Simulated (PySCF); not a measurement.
Compound: C₂H₈OSi₂Te.
SMILES with atom numbers: `[CH2:1]=[CH:2][O:3][SiH2:4][Te:5][SiH3:6]` (hydrogens: H7, H8 on C1; H9 on C2; H10, H11 on Si4; H12, H13, H14 on Si6)

Computed, not measured: PySCF 2.14.0, PBE0-D3(BJ)/def2-SVP geometry optimisation, gas phase, def2 core potentials past Kr.

(1) What internal coordinates does the optimisation give?

Results:

(1) 
```tsv
bond	length (Å)	order
C1=C2	1.335	double
C2–O3	1.351	single
O3–Si4	1.681	single
Si4–Te5	2.488	single
Te5–Si6	2.509	single
C1–H7	1.095	single
C1–H8	1.090	single
C2–H9	1.095	single
Si4–H10, Si4–H11	1.492	single
Si6–H12, Si6–H13, Si6–H14	1.493	single
```

Bonds in one row agree within 0.01 Å and their mean is given. Orders are formal, as drawn. A selection of angles:
```tsv
angle	degrees
C2–C1–H7	122.7
C2–C1–H8	119.6
H7–C1–H8	117.7
C1–C2–O3	126.6
C1–C2–H9	121.8
O3–C2–H9	111.6
C2–O3–Si4	126.3
O3–Si4–Te5	103.4
O3–Si4–H10	110.7
O3–Si4–H11	110.1
Te5–Si4–H10	110.9
H10–Si4–H11	109.3
Si4–Te5–Si6	89.3
Te5–Si6–H12	111.5
Te5–Si6–H13	108.4
H12–Si6–H13	109.5
```

Torsions: C1–C2–O3–Si4 0° (synperiplanar); C2–O3–Si4–Te5 179° (antiperiplanar); O3–Si4–Te5–Si6 -176° (antiperiplanar). The mirror-image conformer, all signs reversed, is as good.

Si4 (oxygen-bound silicon) is distorted tetrahedral (angles from 103.4° to 112.3°). Te5 (tellurium bonded to 2 Si) is bent (angle 89.3°). The Si–Te distances run from 2.488 Å (Si4–Te5, drawn single) to 2.509 Å (Te5–Si6, drawn single), a spread of 0.021 Å. O3 (silyl ether oxygen) is bent (angle 126.3°). Of the pairs four or more bonds apart, Si4···H7 is among the closest relative to their van der Waals radii: 2.85 Å, 86 % of the sum of Bondi's values. Si6 (SiH3 silicon) is tetrahedral (angles from 108.4° to 111.5°).

No frequency check. The numbers are those of one conformer.

On Arm Neoverse V2, one thread, shared host with 96 logical CPUs at a one-minute load of 21, this took 62 s of wall time and 0.57 GiB of memory at its peak. That covers the optimisation of the geometry.
